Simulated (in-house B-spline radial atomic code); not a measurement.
Configurations of the germanium ion Ge⁺, with energies counted from [Ar] 3d10 4s2 4p1. Method: scalar-relativistic (X2C) CAM-B3LYP, spin-polarised, spherical fractional occupations, exact exchange averaged over the configuration, Fermi nucleus of rms radius 4.0742 fm. Calculated with a radial B-spline atomic code at the basis-set limit. Shells without spins written out take the highest spin.

Occupations are held fixed; configurations that lie above the ionisation limit could autoionise.

```csv
configuration,E - E(ref) (eV),highest orbital,its <r> (bohr)
[Ar] 3d10 4s2 5p1,9.6334,5p up,6.295
[Ar] 3d10 4s2 4f1,12.384,4f up,8.635
[Ar] 3d10 4s2 5f1,13.579,5f up,14.89
[Ar] 3d10 4s1 4p1 4f1,20.546,4f up,8.591
[Ne] 3s2 3p5 3d10 4s2 4p1 4d1,129.75,4d up,4.085
[Ne] 3s2 3p5 3d10 4s2 4p1 5f1,134.89,5f up,14.7
```

Question: Order these further configurations by energy, lowest first.
A. [Ne] 3s2 3p5 3d10 4s2 4p1 4f1
B. [Ar] 3d10 4s2 5s1
C. [Ar] 3d10 4s1 4p2
D. [Ne] 3s2 3p5 3d10 4s2 4p1 5s1
E. [Ar] 3d10 4s1 4p1 5s1

Answer: C (6.901 eV), B (7.6322 eV), E (15.613 eV), D (128.46 eV), A (133.69 eV).

Question: How far above the reference does [Ar] 3d9 4s2 4p1 5s1 lie?

Answer: 39.546 eV; its least bound orbital is 5s up with <r> = 4.868 bohr.
